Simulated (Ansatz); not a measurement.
Mulliken charges of `[SiH3]S[SiH2]S` from PBE/def2-TZVPP in Ansatz (PBE0-D4/def2-TZVP geometry).

```json
{"atom": "Si1", "x (Å)": "0.594", "y (Å)": "1.613", "z (Å)": "0.161", "charge (e)": "0.238"}
{"atom": "S2", "x (Å)": "-0.632", "y (Å)": "0.520", "z (Å)": "1.528", "charge (e)": "-0.253"}
{"atom": "Si3", "x (Å)": "-0.922", "y (Å)": "-1.216", "z (Å)": "0.321", "charge (e)": "0.299"}
{"atom": "S4", "x (Å)": "0.873", "y (Å)": "-2.133", "z (Å)": "-0.389", "charge (e)": "-0.232"}
{"atom": "H5", "x (Å)": "0.425", "y (Å)": "3.050", "z (Å)": "0.485", "charge (e)": "-0.040"}
{"atom": "H6", "x (Å)": "2.022", "y (Å)": "1.232", "z (Å)": "0.286", "charge (e)": "-0.028"}
{"atom": "H7", "x (Å)": "0.146", "y (Å)": "1.353", "z (Å)": "-1.234", "charge (e)": "-0.044"}
{"atom": "H8", "x (Å)": "-1.583", "y (Å)": "-2.202", "z (Å)": "1.205", "charge (e)": "-0.035"}
{"atom": "H9", "x (Å)": "-1.761", "y (Å)": "-0.880", "z (Å)": "-0.854", "charge (e)": "-0.032"}
{"atom": "H10", "x (Å)": "0.921", "y (Å)": "-1.388", "z (Å)": "-1.506", "charge (e)": "0.126"}
```

Question: By hand: the dipole of these point charges (1 e Å = 4.8032 D).

Answer: Σ q r = (-0.029, 0.098, -0.340) e Å, of length 0.355 e Å = 1.71 D.

Question: How does the dipole of the full density compare? (Estimate.)

Answer: The calculation gave: (-0.002, 0.099, -0.228) e Å, 1.19 D; the point charges give 1.44 times that, at 9° from its direction.

Point charges leave out the atoms' own dipoles, such as those of lone pairs, and Mulliken's split depends on the basis, so the two needn't agree.
